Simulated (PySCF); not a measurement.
A small calculation by hand: dipole moment from atomic charges

F4HNbS, SMILES [F][Nb]([F])([F])([F])[SH], multiplicity 1. Atoms are numbered in the order given.

```xyz
7

Nb    -0.0028    -0.2919     0.0000
F      1.8768    -0.1581     0.0000
F     -1.8735    -0.1219     0.0000
F     -0.0034    -1.1786     1.6340
F     -0.0034    -1.1786    -1.6340
S     -0.0711     2.0908     0.0000
H      1.2837     2.2498     0.0000
```

Geometry optimised at PBE-D3(BJ)/def2-SVP. The multiplicity is an assumed one; no other spin state was optimised. The structure was generated by enumeration; whether it is a known compound was not checked. The def2 effective core potentials stand for the cores of Nb; spin–orbit coupling is left out. One conformer was computed; it need not be the lowest.

Charges (e) from CAM-B3LYP/def2-TZVP (PySCF):

```tsv
atom	Mulliken	ESP fit
Nb1	1.833	1.189
F2	-0.441	-0.329
F3	-0.425	-0.277
F4	-0.413	-0.246
F5	-0.413	-0.246
S6	-0.334	-0.285
H7	0.194	0.194
```

The dipole moment of the full density is 1.06 D.

**Question.** What dipole moment does each set of point charges give, and which comes closer to that of the density?

**Answer.** 
μ = Σ q r, and 1 e Å = 4.8032 D.
Mulliken: Σ q r = (0.239, 0.298, 0.000) e Å, |μ| = 1.84 D.
ESP fit: Σ q r = (0.169, 0.159, 0.000) e Å, |μ| = 1.12 D.
ESP fit comes closer in size. Point charges leave out the atoms' own dipoles (lone pairs, polarised bonds); fits to the potential absorb them, partitions of the density don't.
